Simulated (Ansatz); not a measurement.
The cluster Mg₂Se₂⁻, relaxed as a quartet with UKS r2SCAN-D4/def2-SVPD in Ansatz, starting from the r2SCAN-D4/def2-SVPD geometry of the charge -1 doublet. Force threshold 0.02 eV/Å.

The highest occupied level of the charge -1 quartet lies above zero (up to 0.03 eV). It is a level of α spin, whose loss leaves a triplet; that state wasn't run at this geometry and level. The electron is either unbound and held by the finite basis, or the level is raised by self-interaction error. The relaxation made no stability test and no search for a lower SCF solution. At r2SCAN-D4/def2-SVPD a doublet of charge -1 lies 1.60 eV below the quartet, each at its own geometry. The structure comes from a short search, and lower isomers may exist.

Start:

```xyz
4

Mg   -0.889   -1.121   -0.223
Mg    0.889    1.121    0.223
Se   -1.232    0.684    1.470
Se    1.232   -0.684   -1.470
```

Estimate the energy that the relaxation releases and the steps that it takes.

0.46 eV, in 14 steps; 62 s on 4 threads of Arm Neoverse V1 on a shared host. The force fell under the threshold at step 4, but the optimiser went on and released 0.208 eV more. No frequencies were taken in this run, so the end may be a saddle point.

Does the start keep its bonding and symmetry?

By distances, no bond broke or formed. The bond that changes most is Mg1–Se3, from 2.50 to 2.57 Å (atoms count from 1). Point group D2h at the start, C2v at the end, both within 0.05 Å.

Predict the relaxed structure.


```xyz
4

Mg   -0.8251   -1.5421    0.0266
Mg    1.2585    1.0831    0.5501
Se   -1.2648    0.8119    0.9626
Se    0.8315   -0.3529   -1.5394
```
Bond lengths (bridged metal pairs left out): 4 × Mg–Se 2.57 Å.
